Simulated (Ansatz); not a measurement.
# Relative stability

The two ends of one reaction step of CH$_{5}$InO, singlet (PBE0-D4/def2-TZVP).

A:

```xyz
8
angstrom
In 0.5428 1.7850 -1.6032
O -0.2773 0.0066 -2.1281
H -0.2327 -0.6433 0.3472
C 0.0469 -0.3076 1.3466
H -0.5019 -0.2513 -3.0238
H 1.1197 -0.1127 1.3868
H -0.4977 0.6035 1.5994
H -0.1998 -1.0802 2.0750
```

B:

In1  (0.173, 1.836, -0.463)
O2  (-0.471, -0.416, -1.686)
H3  (-0.267, -1.093, -1.033)
C4  (0.180, 0.309, 1.208)
H5  (-0.168, -0.743, -2.536)
H6  (0.971, -0.437, 1.055)
H7  (0.359, 0.765, 2.187)
H8  (-0.778, -0.222, 1.268)
(Å)

Computed with Ansatz 0.2.0 (basis: def2-TZVPP); correlated methods freeze the cores. Filled d shells of the heavier atoms are correlated. Core potentials replace the inner electrons of the atoms past krypton. The def2 sets are not built for correlating such inner shells, so the correlated values are less sure here. B3LYP uses VWN-RPA correlation.

**Question.** Which structure is lower at CCSD(T), and by how much? (To be estimated.)

**Answer.** The calculation gives: A, by 1.012 eV (electronic energy, against the other). By their contacts, A is a complex of InHO ([OH][In]) + CH₄ and B is a complex of CH₃In ([CH3][In]) + H₂O.

All methods give the same order:

```
      method  E(B) − E(A) (eV)
       SPW92             0.915
      PBE-D4             1.053
     BLYP-D4             1.168
   r2SCAN-D4             1.065
      B97M-V             1.121
     PBE0-D4             0.993
    B3LYP-D4             1.113
  r2SCAN0-D4             1.007
    BHLYP-D4             1.067
CAM-B3LYP-D4             1.110
     wB97X-V             1.065
     wB97M-V             1.003
      B2PLYP             1.128
    PBE-QIDH             0.997
  RPA on PBE             1.042
          HF             1.107
         MP2             1.049
        CCSD             1.013
     CCSD(T)             1.012
```

The T1 diagnostic stays at or below 0.017.

Labels in which every atom is bracketed show which atoms are joined, not bond orders.

For scale, one of the runs: CCSD(T)/def2-TZVPP, 182 basis functions, launched by `ansatz run in.yaml --threads 2 --pin off --events-out ev --progress --plain --max-ram 4352MiB`. Hardware: 2 CPU threads of an Arm Neoverse V2, shared host. Wall time 58 s; peak host memory 2 GiB.
